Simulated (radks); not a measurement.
Numerical settings for the silver ion Ag+, [Kr] 4d10. All-electron calculation, non-relativistic Kohn-Sham, PBE, spin-polarised, spherical densities, point nucleus; relativity is left out, which matters for an element this heavy. Program: a radial shooting solver on a logarithmic mesh with Libxc functionals. The defaults (mesh step 0.008 in ln r, mesh end at 40 bohr or more with all orbitals vanishing there, Anderson mixing 0.5 over 9 steps, residual threshold near 1e-9 with the energy settled to 1e-9 hartree or 1e-11 of itself, here a cap of 88 iterations) give E = -5199.3109 hartree and 4d at -15.873 eV in 15 iterations. Run on one thread of a shared host, so times are rough (Arm Neoverse V2): 0.16 s of CPU time, 0.16 s wall, 15 iterations on 2546 mesh points. Changes against that run (0 stands for a change within the tolerance of the run):

| setting | iterations | converged | E (mhartree) | e(4d) (meV) | CPU (s) |
|---|---|---|---|---|---|
| mesh step in ln r 0.02 | 15 | yes | +0.000161 | 0 | 0.07 |
| mesh step in ln r 0.005 | 15 | yes | 0 | 0 | 0.24 |
| mesh step in ln r 0.08 | 11 | no | diverged | - | 0.04 |
| mesh end (bohr) 1 | 13 | level above zero | +1.73e+05 | +4.42e+05 | 0.1 |
| mesh end (bohr) 3 | 14 | yes | +562 | +7.5e+03 | 0.13 |
| residual threshold 1e-16 | 88 | no | 0 | 0 | 0.46 |
| residual threshold 0.01 | 10 | yes | 0 | +0.661 | 0.12 |
| mixing 0.01 | 24 | yes | 0 | 0 | 0.23 |
| linear mixing, mixing 0.5 | 30 | yes | 0 | 0 | 0.25 |
| linear mixing, mixing 0.2 | 88 | yes | 0 | 0 | 0.65 |
| mixing history 2 | 26 | yes | 0 | 0 | 0.23 |
| iteration cap 5 | 5 | no | +2.36 | +610 | 0.07 |

Settled on a wrong energy, with an occupied level pushed above zero by the early mesh end: mesh end (bohr) 1 (+173 hartree). Apart from these: settings that end as converged yet miss the energy by more than 1 mhartree: mesh end (bohr) 3 (+0.562 hartree). A mesh that ends early acts as a hard wall.
